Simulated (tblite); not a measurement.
C4H8NPSi.
Geometry (GFN2-xTB, Å), atoms numbered from 1 in this order:
```xyz
15
C4H8NPSi angstrom
N      3.4669   -0.3572    0.4268
C      2.4439   -0.4465   -0.0781
C      1.1468   -0.5412   -0.6846
C      0.1444   -1.2381    0.2648
Si    -0.7258    0.4349    0.6065
P     -2.8852    0.4868    0.0111
C      0.4955    0.8560   -0.8094
H      1.2560   -1.0516   -1.6454
H     -0.4591   -1.9746   -0.2617
H      0.6262   -1.7401    1.1001
H     -0.3573    1.0350    1.8972
H     -3.0529    1.8197    0.3426
H     -3.3426    0.0564    1.2441
H      1.1980    1.6700   -0.6485
H      0.0406    0.9984   -1.7874
```

Calculated harmonic vibrations of the isolated species, GFN2-xTB (tblite), most abundant isotopes, no scaling. This tight-binding method is rough: wavenumbers can miss measured ones by several per cent, in bad cases by 10 to 20. Modes of hydrogen on phosphorus and silicon can be 10 to 20 % off. One conformer, not necessarily the lowest.

Harmonic wavenumbers (cm⁻¹): 29.6, 71.7, 90.4, 119.9, 192.9, 235.1, 391.1, 493.4, 528.5, 555.9, 565.7, 609.3, 657.3, 693.3, 695.7, 721.2, 753.1, 800.9, 883.0, 1019.2, 1026.2, 1071.5, 1122.5, 1140.2, 1156.4, 1196.8, 1214.4, 1287.5, 1458.3, 1462.3, 2189.5, 2305.2, 2384.8, 2403.4, 2940.7, 3005.0, 3008.4, 3020.2, 3021.9.

A = 5871, B = 830.9, C = 814.1 MHz; mass 129.016 u (most abundant isotopes); point group Cs, symmetry number 1.

What is the zero-point energy?

Half the sum of the wavenumbers: 23261 cm⁻¹ = 278.27 kJ/mol.

Give the ideal-gas entropy at 273.15 K and 1 bar in the rigid-rotor, harmonic-oscillator model (classical rotation).

Translation 167.65, rotation 119.34, vibration 103.30: S = 390.3 J/(mol K).

And Cp and H(273.15 K) − H(0)?

Cp = 134.67 J/(mol K), of which vibrations give 101.41 (their classical limit is 39 R = 324.3); H(273.15 K) − H(0) = 23.19 kJ/mol without the zero-point energy, 14.10 from vibrations.

Blend soft modes into free rotors: weight 1/[1 + (100 cm⁻¹/ν̃)⁴] for the oscillator and the rest for a rotor with moment μB/(μ + B), μ = h/(8π²ν), B = 10⁻⁴⁴ kg m². What vibrational entropy results?

91.52 J/(mol K) in place of 103.30, which changes −T·S at 273.15 K by +3.22 kJ/mol.

How do the functions run with temperature in this model?

```
 T (K)  S (J/(mol K))  Cp (J/(mol K))  H − H(0) (kJ/mol)  G − H(0) (kJ/mol)  ln q(vib)
   150          325.0            88.4               9.49             -39.26       3.36
   250          378.7           125.9              20.17             -74.52       5.69
298.15          402.5           143.9              26.67             -93.33       6.78
   400          449.6           177.6              43.10            -136.76       9.08
   600          531.3           225.2              83.72            -235.08      13.46
   900          631.8           269.5             158.51            -410.13      19.52
```

q(vib) and H(0) count from the zero-point level.

Hindered rotation and anharmonicity are outside this model. Other conformers, if any are populated, would add a mixing term that is left out.
